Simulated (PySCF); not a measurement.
H$_{2}$AlBr (SMILES [AlH2][Br]), singlet, geometry from GFN2-xTB (such geometries of metal compounds can be far from the true shape); PySCF with PBE/STO-3G, polarisability.

Input for PySCF:
```python
from pyscf import gto, scf, dft
from pyscf.prop import polarizability

mol = gto.M(
    atom='''
Al   -0.83649381   -1.27135581    0.21759535
H    -0.41220777   -2.32264286    1.25043091
H    -2.11474377   -1.51797671   -0.59310039
Br    0.38289632    0.58194986   -0.09960200
''',
    basis='sto-3g',
    verbose=4,
)

mf = dft.RKS(mol)
mf.xc = 'pbe'
mf.kernel()
alpha = mf.Polarizability().polarizability()[2, 2]
print('alpha_zz =', alpha)
```

Question: What does PySCF print? Leave out banner, timings and long lists.

Answer: 
```
site-packages/pyscf/prop/efg/rhf.py:45: UserWarning: Module EFG is under testing
  warnings.warn('Module EFG is under testing')
site-packages/pyscf/prop/efg/dhf.py:30: UserWarning: Module EFG is under testing
  warnings.warn('Module EFG is under testing')
site-packages/pyscf/prop/zfs/uhf.py:40: UserWarning: Module ZFS is under testing
  warnings.warn('Module ZFS is under testing')
site-packages/pyscf/prop/gtensor/uhf.py:43: UserWarning: Module g-tensor is under testing
  warnings.warn('Module g-tensor is under testing')
site-packages/pyscf/prop/gtensor/uks.py:41: UserWarning: Module g-tensor is under testing
  warnings.warn('Module g-tensor is under testing')
site-packages/pyscf/prop/hfc/uks.py:35: UserWarning: Module HFC is under testing
  warnings.warn('Module HFC is under testing')
site-packages/pyscf/prop/magnetizability/rhf.py:39: UserWarning: Module magnetizability is under testing
  warnings.warn('Module magnetizability is under testing')
site-packages/pyscf/prop/magnetizability/uhf.py:37: UserWarning: Module magnetizability is under testing
  warnings.warn('Module magnetizability is under testing')
site-packages/pyscf/prop/magnetizability/rks.py:37: UserWarning: Module magnetizability is under testing
  warnings.warn('Module magnetizability is under testing')
site-packages/pyscf/prop/magnetizability/uks.py:39: UserWarning: Module magnetizability is under testing
  warnings.warn('Module magnetizability is under testing')
site-packages/pyscf/prop/polarizability/uhf.py:34: UserWarning: Module polarizability is under testing
  warnings.warn('Module polarizability is under testing')
site-packages/pyscf/prop/polarizability/rks.py:29: UserWarning: Module polarizability is under testing
  warnings.warn('Module polarizability is under testing')
site-packages/pyscf/prop/polarizability/uks.py:29: UserWarning: Module polarizability is under testing
  warnings.warn('Module polarizability is under testing')
PySCF version 2.14.0

[INPUT] verbose = 4
[INPUT] num. atoms = 4
[INPUT] num. electrons = 50
[INPUT] charge = 0
[INPUT] spin (= nelec alpha-beta = 2S) = 0
[INPUT] symmetry False subgroup None
[INPUT] Mole.unit = angstrom
[INPUT] Symbol           X                Y                Z      unit          X                Y                Z       unit  Magmom
[INPUT]  1 Al    -0.836493810000  -1.271355810000   0.217595350000 AA   -1.580744205794  -2.402514287775   0.411195617479 Bohr   0.0
[INPUT]  2 H     -0.412207770000  -2.322642860000   1.250430910000 AA   -0.778959791718  -4.389158890577   2.362971957591 Bohr   0.0
[INPUT]  3 H     -2.114743770000  -1.517976710000  -0.593100390000 AA   -3.996286548930  -2.868560245368  -1.120797301473 Bohr   0.0
[INPUT]  4 Br     0.382896320000   0.581949860000  -0.099602000000 AA    0.723569178904   1.099725853629  -0.188220501459 Bohr   0.0

nuclear repulsion = 127.835548438013
number of shells = 15
number of NR pGTOs = 87
number of NR cGTOs = 29
basis = sto-3g
ecp = {}

******** <class 'pyscf.dft.rks.RKS'> ********
method = RKS
initial guess = minao
damping factor = 0
level_shift factor = 0
DIIS = <class 'pyscf.scf.diis.CDIIS'>
diis_start_cycle = 1
diis_space = 8
diis_damp = 0
SCF conv_tol = 1e-09
SCF conv_tol_grad = None
SCF max_cycles = 50
direct_scf = True
direct_scf_tol = 1e-13
XC library pyscf.dft.libxc version 7.1.2
    S. Lehtola, C. Steigemann, M. J. T. Oliveira, and M. A. L. Marques,  SoftwareX 7, 1–5 (2018)
XC functionals = pbe
    J. P. Perdew, K. Burke, and M. Ernzerhof,  Phys. Rev. Lett. 77, 3865 (1996)
    J. P. Perdew, K. Burke, and M. Ernzerhof,  Phys. Rev. Lett. 78, 1396 (1997)
    J. P. Perdew, K. Burke, and M. Ernzerhof,  Phys. Rev. Lett. 77, 3865 (1996)
    J. P. Perdew, K. Burke, and M. Ernzerhof,  Phys. Rev. Lett. 78, 1396 (1997)
radial grids:
    Treutler-Ahlrichs [JCP 102, 346 (1995); DOI:10.1063/1.469408] (M4) radial grids

becke partition: Becke, JCP 88, 2547 (1988); DOI:10.1063/1.454033
pruning grids: <function nwchem_prune>
grids dens level: 3
symmetrized grids: False
atomic radii adjust function: <function treutler_atomic_radii_adjust>
small_rho_cutoff = 0
Set gradient conv threshold to 3.16228e-05
Initial guess from minao.
tot grids = 59224
init E= -2782.54093101377
  HOMO = -0.389467123852166  LUMO = -0.0666893836868186  gap/eV = 8.78323
cycle= 1 E= -2786.07250197622  delta_E= -3.53  |g|= 0.383  |ddm|= 2.05
  HOMO = -0.0515067890676256  LUMO = 0.0315051248105681  gap/eV = 2.25887
cycle= 2 E= -2785.89249046172  delta_E= 0.18  |g|= 0.772  |ddm|=  2.4
  HOMO = -0.126640259154802  LUMO = 0.0908510496852347  gap/eV = 5.91824
cycle= 3 E= -2786.15763117924  delta_E= -0.265  |g|= 0.03  |ddm|= 1.55
  HOMO = -0.118386295978582  LUMO = 0.0915114703789301  gap/eV = 5.71161
cycle= 4 E= -2786.15790104967  delta_E= -0.00027  |g|= 0.0141  |ddm|= 0.102
  HOMO = -0.122417416152669  LUMO = 0.0906999819230113  gap/eV = 5.79922
cycle= 5 E= -2786.15802933272  delta_E= -0.000128  |g|= 0.0013  |ddm|= 0.0398
  HOMO = -0.122517678912281  LUMO = 0.0909021888820253  gap/eV = 5.80745
cycle= 6 E= -2786.15803018513  delta_E= -8.52e-07  |g|= 4.54e-05  |ddm|= 0.00267
  HOMO = -0.12253500667911  LUMO = 0.0909062787346379  gap/eV = 5.80803
cycle= 7 E= -2786.15803018648  delta_E= -1.35e-09  |g|= 3.65e-06  |ddm|= 0.000127
  HOMO = -0.122535216777756  LUMO = 0.0909072550343575  gap/eV = 5.80807
cycle= 8 E= -2786.15803018648  delta_E= -5.46e-12  |g|= 1.85e-07  |ddm|= 1.03e-05
  HOMO = -0.122535128350882  LUMO = 0.090907238871722  gap/eV = 5.80806
Extra cycle  E= -2786.15803018648  delta_E=    0  |g|= 2.02e-07  |ddm|= 1.03e-06
converged SCF energy = -2786.15803018648
Isotropic polarizability 15.7135720801
Polarizability anisotropy 11.5111016099
alpha_zz = 9.349760730261398
```
